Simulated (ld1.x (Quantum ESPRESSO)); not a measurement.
Au (Z = 79): variants of one TM semilocal potential

Base potential:

ld1.x (Quantum ESPRESSO) 7.5 input, shortened:

```
&input
   title='Au', zed=79., rel=0, dft='PZ', iswitch=3,
   config='[Xe] 4f14 5d10 6s0.5 6p0'
 /
 &inputp
   pseudotype=1, tm=.true., lloc=1,
   nlcc=.false.
 /
3
5S  1  0   2.00   0.00  1.15  1.15  0.0
5D  3  2  10.00   0.00  2.15  2.15  0.0
5P  2  1   6.00   0.00  1.60  1.60  0.0
 &test
   configts(1)='5s2 5p6 5d10 6s0.5 6p0'
 /
```

Occupied shells without a wave of their own: 6s. They enter only through the test configuration that unscreens the potential.

All-electron outer shells of the reference configuration (LDA (PZ), non-relativistic, ld1.x):

```tsv
shell	level (eV)	outermost node (bohr)	outermost maximum (bohr)
4f	-98.64	–	0.37
5s	-88.51	0.53	0.93
5p	-58.28	0.54	0.99
5d	-12.05	0.56	1.20
6s	-7.58	1.24	2.60
6p	-3.50	1.38	3.38
```

Cutoffs, loose and tight: the cutoffs (Ry, on a coarse ladder) from which the occupation-weighted sum of valence levels, in a spherical-Bessel basis at the reference potential, stays within 10 and 1 mRy of its value at 400 Ry. They do not see the model core or the augmentation charge, which bear on the density cutoff. Test errors are all-electron minus pseudo excitation energies from the reference, over the configurations 5s2 5p6 5d10 6s1 6p0; 5s2 5p6 5d10 6s0 6p0; 5s2 5p6 5d9 6s0 6p0; 5s2 5p6 5d10 6s0 6p1; 5s2 5p6 5d9 6s1 6p1; 5s2 5p6 5d9 6s2 6p0; 5s1 5p6 5d10 6s1 6p0 (two spin-polarised tests are not counted in the largest error). A dash means not determined; rows that change the core or the reference have their own tests.

In the semilocal form every listed channel keeps its own potential, so the choice of the local channel does not act on these tests. It acts once the file is put into the separable form.

A semilocal file is local in each channel, so a ghost entry of none says nothing of the separable form that plane-wave codes build from it.

On the changes marked as counting shells twice: ld1.x takes every shell without a wave as core, so the model core holds the marked electrons as well and exchange and correlation see them twice. This cancels in the reference configuration, but the file is broken for other ones, and its errors say nothing about a proper core correction.

```csv
change,outcome,"cutoff, loose","cutoff, tight",bound ghosts,largest test error (meV)
base,generated,110 Ry,200 Ry,none,+231
wave 5p (bound): rc 1.60 bohr becomes 5p (bound): rc 2.30 bohr,generated,110 Ry,200 Ry,none,+411
wave 5d (bound): rc 2.15 bohr becomes 5d (bound): rc 1.56 bohr,generated,110 Ry,200 Ry,none,+231
core correction a·sin(br)/r model core inside 0.70 bohr (6s counted twice),generated,110 Ry,200 Ry,none,-192
local potential the s channel,generated,110 Ry,200 Ry,none,+231
reference 5s2 5p6 5d10 6s1 6p0,generated,110 Ry,200 Ry,none,-281
functional PBEsol,generated,110 Ry,200 Ry,none,+221
```

(1) What comes out with this change to the base: wave 5s (bound): rc 1.15 bohr becomes 5s (bound): rc 0.92 bohr?

(2) What comes out with this change to the base: all radii scaled by about 1.31 (s 1.50, p 2.10, d 2.82 bohr)?

(3) What comes out with this change to the base: scalar-relativistic?

## Answers

(1) outcome: generated; cutoff, loose: 180 Ry; cutoff, tight: 300 Ry; bound ghosts: none; largest test error (meV): +243.

(2) outcome: generated, misses its reference levels by 1.03 eV; cutoff, loose: 70 Ry; cutoff, tight: 110 Ry; bound ghosts: none; largest test error (meV): +1675.

(3) outcome: generated, misses its reference levels by 0.36 eV; cutoff, loose: 120 Ry; cutoff, tight: 200 Ry; bound ghosts: none; largest test error (meV): +570.
